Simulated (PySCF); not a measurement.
Compound: C2H11BN2.
Bonds: C1–N2, N2–B3, B3–N4, N4–C5. Hydrogens: H6, H7, H8 on C1; H9 on N2; H10, H11 on B3; H12, H13 on N4; H14, H15, H16 on C5.

Torsions of this conformer, `[CH3:1][NH:2][BH2-:3][NH2+:4][CH3:5]`: C1–N2–B3–N4 103°, N2–B3–N4–C5 -179°.

The closed-shell ground state was solved at several levels (PySCF, density fitting, gas phase, non-relativistic). Geometry: PBE0-D3(BJ)/def2-SVP, one conformer, isolated molecule.

```
           level  basis functions  HOMO (eV)  LUMO (eV)  gap (eV)  dipole (D)
 B3LYP/def2-SVPD              188      -5.42      -0.12      5.30        4.00
     B3LYP/pcJ-1              245      -5.25       0.46      5.71        4.12
wB97X-D/pcSseg-2              334      -7.49       1.80      9.29        4.08
```

(1) Estimate the row for PBE0/pcSseg-1, a basis of 140 functions; the other rows only guide the guess.

(2) Over all these levels, which gives the widest orbital gap and which the narrowest?

(3) How far do the dipole and the HOMO energy spread over the levels?

Results:

(1) HOMO -5.48 eV, LUMO 0.79 eV, gap 6.27 eV, dipole 4.14 D.

(2) wB97X-D/pcSseg-2 (range-separated hybrid) has the widest, 9.29 eV, and B3LYP/def2-SVPD (global hybrid, 20 % exact exchange) the narrowest, 5.30 eV. Functional and basis both differ between the two, so the spread mixes both effects.

(3) The dipole runs from 4.00 to 4.14 D (mean 4.09 D) and the HOMO from -7.49 to -5.25 eV.
